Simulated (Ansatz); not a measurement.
Ansatz (an electronic-structure program) input (CCSD(T,full)/cc-pwCVTZ):
A basis named .json is the Basis Set Exchange file of that set.

Ansatz 0.2 input:
```yaml
crystal:
  periodic: [false, false, false]
  atoms:
    - {symbol: C, position_ang: [-2.27486008, -0.51736437, -1.03478591]}
    - {symbol: C, position_ang: [-1.64988732, 0.21539019, 0.16517997]}
    - {symbol: C, position_ang: [-0.34875673, -0.35784894, 0.59890388]}
    - {symbol: C, position_ang: [0.93184616, 0.37681533, 0.44359211]}
    - {symbol: C, position_ang: [1.35612331, 0.52540917, -1.02466243]}
    - {symbol: O, position_ang: [1.92803086, -0.32468170, 1.19068545]}
    - {symbol: H, position_ang: [-2.43113331, -1.57270680, -0.80410268]}
    - {symbol: H, position_ang: [-3.24118476, -0.08177839, -1.29837853]}
    - {symbol: H, position_ang: [-1.62453084, -0.46209101, -1.90931701]}
    - {symbol: H, position_ang: [-2.36666892, 0.17968772, 0.99588294]}
    - {symbol: H, position_ang: [-1.52729365, 1.27438447, -0.08216508]}
    - {symbol: H, position_ang: [-0.29817783, -1.37757272, 0.96022045]}
    - {symbol: H, position_ang: [0.80928359, 1.39243189, 0.85813628]}
    - {symbol: H, position_ang: [2.28373772, 1.10090834, -1.10074810]}
    - {symbol: H, position_ang: [0.59173285, 1.05150471, -1.59898499]}
    - {symbol: H, position_ang: [1.51362120, -0.45833453, -1.46863825]}
    - {symbol: H, position_ang: [2.77957512, 0.09661156, 1.03324575]}
basis:
  gaussian:
    orbitals: cc-pwCVTZ.json
magnetization: {spin_polarized: true, initial_magnetization: 1}
correlation: {method: ccsd_t, frozen_orbitals: {C: 0, H: 0, O: 0}}
```

Output:

```
Functional definition: HF
integrals: 11.38 GiB planned
2369 factors; integrals over basis functions are off by at most 1.1e-3 eV
2.99 GiB of device memory are held for the factors and their scratch space
mean field: 3.02 GiB planned
mean field evaluation 1: about -7359.6820 eV, gradient 3.1e1 eV
mean field evaluation 2: about -7359.6850 eV, gradient 3.1e1 eV
mean field evaluation 4: about -7364.8763 eV, gradient 4.0e0 eV
mean field evaluation 8: about -7365.0064 eV, gradient 2.2e-1 eV
mean field evaluation 16: about -7364.9910 eV, gradient 1.2e0 eV
mean field -7365.00726737 eV, -270.6590248946 hartree, gradient 1.4e-6 eV, S^2 0.764551; 0 other end points of the search recorded, 0 dependent functions left out
reference -7365.00726737 eV, -270.6590248946 hartree; 25, 24 occupied and 387, 388 virtual orbitals, 2369 factors
second order -37.64954359 eV of doubles, -0.00000000 eV of singles
coupled cluster: 57.34 GiB planned
cycle   1  -38.64235731 eV  change   -9.9e-1 eV  update   1.1e-1
cycle   2  -39.40287043 eV  change   -7.6e-1 eV  update   3.0e-2
cycle   3  -39.54102526 eV  change   -1.4e-1 eV  update   1.5e-2
cycle   4  -39.53348043 eV  change    7.5e-3 eV  update   4.5e-3
cycle   5  -39.53256259 eV  change    9.2e-4 eV  update   2.3e-3
cycle   6  -39.53353777 eV  change   -9.8e-4 eV  update   8.5e-4
cycle   7  -39.53336314 eV  change    1.7e-4 eV  update   3.5e-4
cycle   8  -39.53327826 eV  change    8.5e-5 eV  update   1.4e-4
cycle   9  -39.53329415 eV  change   -1.6e-5 eV  update   6.6e-5
cycle  10  -39.53326952 eV  change    2.5e-5 eV  update   2.8e-5
perturbative correction -1.30128265 eV, -0.0478212554 hartree
Total energy: -7405.84181955 eV, -272.1596670084 hartree
```

It need not be the lowest isomer of its formula.
